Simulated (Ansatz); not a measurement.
C7H13ClO2 (`CC(C)COC(=O)CCCl`) at its PBE0-D4/def2-TZVP geometry, where that method's forces vanish. The species carries charge 0 and has multiplicity 1.

```tsv
atom	x (Å)	y (Å)	z (Å)
C1	1.945	-0.853	0.143
C2	1.441	0.505	0.605
C3	2.590	1.461	0.886
C4	0.516	1.136	-0.420
O5	-0.628	0.317	-0.696
C6	-1.673	0.451	0.130
O7	-1.707	1.210	1.059
C8	-2.817	-0.446	-0.272
C9	-2.383	-1.772	-0.856
Cl10	-3.804	-2.764	-1.275
H11	2.574	-1.314	0.908
H12	2.546	-0.756	-0.767
H13	1.122	-1.537	-0.072
H14	0.864	0.378	1.527
H15	2.230	2.424	1.257
H16	3.265	1.044	1.637
H17	3.178	1.645	-0.019
H18	1.022	1.239	-1.383
H19	0.176	2.115	-0.081
H20	-3.415	0.101	-1.008
H21	-3.445	-0.589	0.607
H22	-1.795	-2.351	-0.144
H23	-1.803	-1.642	-1.767
```

Problem. For each bond, give half the difference of the two atoms' forces along it (eV/Å; positive pushes the atoms apart) under PBE-D4, r2SCAN-D4, B3LYP-D4, ωB97M-V in def2-TZVPP. (Estimate.)

Solution. Computed: 
```json
{"bond": "C1–H11", "length (Å)": "1.092", "PBE-D4": "0.10", "r2SCAN-D4": "-0.04", "B3LYP-D4": "-0.07", "ωB97M-V": "-0.07"}
{"bond": "C1–H12", "length (Å)": "1.095", "PBE-D4": "0.11", "r2SCAN-D4": "-0.03", "B3LYP-D4": "-0.06", "ωB97M-V": "-0.07"}
{"bond": "C2–C4", "length (Å)": "1.517", "PBE-D4": "-0.02", "r2SCAN-D4": "0.02", "B3LYP-D4": "0.08", "ωB97M-V": "0.06"}
{"bond": "C3–H15", "length (Å)": "1.093", "PBE-D4": "0.09", "r2SCAN-D4": "-0.04", "B3LYP-D4": "-0.07", "ωB97M-V": "-0.07"}
{"bond": "C3–H17", "length (Å)": "1.095", "PBE-D4": "0.11", "r2SCAN-D4": "-0.03", "B3LYP-D4": "-0.06", "ωB97M-V": "-0.07"}
{"bond": "C4–O5", "length (Å)": "1.434", "PBE-D4": "0.22", "r2SCAN-D4": "0.28", "B3LYP-D4": "0.21", "ωB97M-V": "0.17"}
{"bond": "C4–H18", "length (Å)": "1.093", "PBE-D4": "0.08", "r2SCAN-D4": "-0.08", "B3LYP-D4": "-0.16", "ωB97M-V": "-0.11"}
{"bond": "O5–C6", "length (Å)": "1.339", "PBE-D4": "0.34", "r2SCAN-D4": "0.22", "B3LYP-D4": "0.14", "ωB97M-V": "0.12"}
{"bond": "C6–O7", "length (Å)": "1.200", "PBE-D4": "0.90", "r2SCAN-D4": "0.30", "B3LYP-D4": "0.20", "ωB97M-V": "0.07"}
{"bond": "C6–C8", "length (Å)": "1.508", "PBE-D4": "-0.30", "r2SCAN-D4": "-0.10", "B3LYP-D4": "-0.06", "ωB97M-V": "0.01"}
{"bond": "C8–C9", "length (Å)": "1.513", "PBE-D4": "-0.05", "r2SCAN-D4": "0.05", "B3LYP-D4": "0.13", "ωB97M-V": "0.17"}
{"bond": "C8–H21", "length (Å)": "1.090", "PBE-D4": "0.13", "r2SCAN-D4": "-0.04", "B3LYP-D4": "-0.11", "ωB97M-V": "-0.11"}
{"bond": "C9–Cl10", "length (Å)": "1.783", "PBE-D4": "0.24", "r2SCAN-D4": "0.26", "B3LYP-D4": "0.37", "ωB97M-V": "0.12"}
{"bond": "C9–H23", "length (Å)": "1.087", "PBE-D4": "0.11", "r2SCAN-D4": "-0.08", "B3LYP-D4": "-0.15", "ωB97M-V": "-0.13"}
```

B3LYP here is the variant with VWN-RPA as its local correlation; programs differ in this.
